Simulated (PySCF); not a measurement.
**Be (beryllium, neutral) across methods**

[He] 2p2, high-spin 3P determinant (an excited configuration). Calculation: PySCF 2.14, in ANO-RCC-VTZP; the spin-free X2C one-electron Hamiltonian (Gaussian nucleus). The B2PLYP total includes its PT2 part (frozen core); its orbital energies are those of the SCF part.

```csv
method,E (hartree),mean ε 1s α (eV),mean ε 1s β (eV),mean ε 2p α (eV),Σ⟨r²⟩ (bohr²),⟨S²⟩
LDA,-14.2274,-107.03,-106.67,-3.414,20.85,2.000
PBE0,-14.4091,-114.12,-113.74,-4.175,20.77,2.000
B2PLYP,-14.4025,-120.66,-120.37,-4.744,21.04,2.000
r2SCAN,-14.4281,-110.70,-110.39,-3.544,20.75,2.000
M06-2X,-14.4190,-119.50,-119.42,-4.671,21.09,2.000
r2SCANh,-14.4253,-112.76,-112.45,-3.817,20.81,2.000
BP86,-14.4392,-108.57,-108.26,-3.505,20.70,2.000
UHF,-14.33836,-130.92,-130.60,-6.043,21.82,2.000
PBE,-14.4122,-108.29,-107.90,-3.432,20.56,2.000
```
